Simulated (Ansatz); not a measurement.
Cartesian coordinates in Å:
```
C 1.937 1.002 -0.041
N 0.803 0.965 -0.593
C -0.165 0.049 -0.161
Si -0.906 -1.058 -1.460
C -0.673 0.040 1.080
O -0.238 0.866 2.063
H 2.662 1.739 -0.383
H 2.237 0.325 0.766
H -1.941 -1.905 -0.806
H 0.133 -1.938 -2.058
H -1.525 -0.266 -2.555
H -1.498 -0.620 1.330
H -0.826 0.800 2.818
```

Total charge 0; spin multiplicity 1.

Q: List the PBE0/def2-TZVPP orbital energies in eV (Ansatz 0.2.0). (Estimate.)

A: Computed: Occupied: -1802.29, -523.78, -391.62, -279.94, -279.26, -278.62, -144.65, -99.31, -99.29, -99.29, -30.04, -26.13, -21.30, -18.23, -16.37, -15.30, -14.56, -13.68, -12.90, -11.59, -10.76, -10.68, -9.64, -9.57, -8.75, -8.03, -6.28. Lowest empty: -0.68, 0.50, 0.60, 1.23, 1.75, 2.00, 2.06, 2.47.
